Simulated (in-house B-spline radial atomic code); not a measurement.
RPA and G0W0 for Li+, 1s2, as one setting changes: the radius of a hard wall (bohr). Start: Hartree-Fock. A dash marks a level of low quasi-particle weight. Computed with a B-spline radial code for spherical atoms: all electrons, non-relativistic, point nucleus, each spin shell either full or empty, empty states to l = 9 with an (l + 1/2)⁻⁴ tail; G0W0 by contour deformation at full frequency.

| radius of a hard wall (bohr) | mean-field level (eV) | G0W0 level (eV) | RPA correlation (Eh) |
| --- | --- | --- | --- |
| 2 | -74.82 | 1s -74.90 | -0.074542 |
| 2.5 | -75.78 | 1s -75.63 | -0.074582 |
| 3 | -75.95 | 1s -75.72 | -0.074612 |
| 3.5 | -75.98 | 1s -75.73 | -0.074617 |
| 4 | -75.98 | 1s -75.73 | -0.074616 |
| 5 | ? | ? | ? |
| 6 | -75.98 | 1s -75.73 | -0.074613 |
| 8 | ? | ? | ? |
| 12 | -75.98 | 1s -75.73 | -0.074609 |

Problem. What belongs in the row for 8?

Solution. mean-field level (eV): -75.98; G0W0 level (eV): 1s -75.73; RPA correlation (Eh): -0.074611.

Problem. What belongs in the row for 5?

Solution. mean-field level (eV): -75.98; G0W0 level (eV): 1s -75.73; RPA correlation (Eh): -0.074615.
